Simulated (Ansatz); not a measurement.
A made-up structure of CH3NZn, singlet:

N1  (-0.868, -0.952, -0.907)
C2  (-0.180, 0.101, -0.707)
Zn3  (0.703, 0.637, 0.969)
H4  (0.173, -0.829, -1.074)
H5  (-0.099, 0.747, -1.593)
H6  (1.373, 1.005, 2.309)
(Å)

It is relaxed with PBE-D4/def2-SVP and then PBE0-D4/def2-TZVP (Ansatz 0.2.0). Atoms count as bonded within 1.22 times the sum of their covalent radii (H–H: 0.88 Å). The end point is not checked to be a true minimum.

**Question.** Does its bonding change? (Judge from chemistry; the calculation decides.)

**Answer.** By the calculation: Yes. Formed: none; broken: C2–H4.

Where it ends: The first stage lowers the energy by 4.31 eV in 15 steps. It ends as CH₃NZn ([NH][CH][ZnH]):
N1  (-0.340, -0.978, -0.724)
C2  (0.098, 0.218, -0.674)
Zn3  (0.716, 0.752, 1.106)
H4  (-0.658, -1.236, -1.664)
H5  (0.106, 0.851, -1.577)
H6  (1.182, 1.099, 2.531)
(Å)

Labels in which every atom is bracketed show which atoms are joined, not bond orders.

For scale, one of the runs: PBE0-D4/def2-TZVP relaxation, 128 basis functions, launched by `ansatz run in.yaml --threads 2 --pin off --events-out ev --progress --plain --max-ram 4352MiB`. The run took about 24 s on 2 CPU threads of an Arm Neoverse V1 (shared host).
